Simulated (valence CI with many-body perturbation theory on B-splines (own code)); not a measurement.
## Questions on Gd24+

Computed by valence CI with perturbative core correlation (CI+MBPT): four valence electrons over a frozen Dirac-Fock core [Kr], a basis of 7 s, 7 p, 8 d, 6 f, 4 g, 1 h functions for each j, with the one-electron correlation potential Σ1 (screened to all orders), the two-electron term Σ2, the three-electron term Σ3, Breit, model QED; selected single and double excitations, second order for the rest, scaled by the run's own slope (own B-spline code, finite nucleus).

No measured spectrum was set against this ion. As an estimate, terms of the open shell hold to 2 to 4 % of their energy, and close levels can change places. The list stops below the first excitations out of the core.

Levels are named by their leading jj configuration (3d3/2^4 stands for four electrons in 3d with j = 3/2), which in mixed levels can hold well under half, so a name can repeat and another be missing.

Rates and lifetimes use the calculated energies. Strong lines usually hold to 10 to 20 %, long lifetimes can be off by a factor of two.

Problem. What is the ground level?

Solution. (4d3/2^4) J=0, composition 51 % 4d4 3P + 40 % 4d4 5D + 8 % 4d4 1S.

Problem. How well does LS coupling describe the low levels?

Solution. Among the lowest 20 levels the leading LS term, summed over configurations, holds 53 % on average. For single configurations the figures are 53 % in LS and 84 % in jj coupling. Terms mix most in the J = 4 level at 71377 cm⁻¹, where the leading one holds 31 %.

Problem. What is the ionisation energy?

Solution. 811.11 eV; NIST lists 810 ± 4 eV (theoretical).
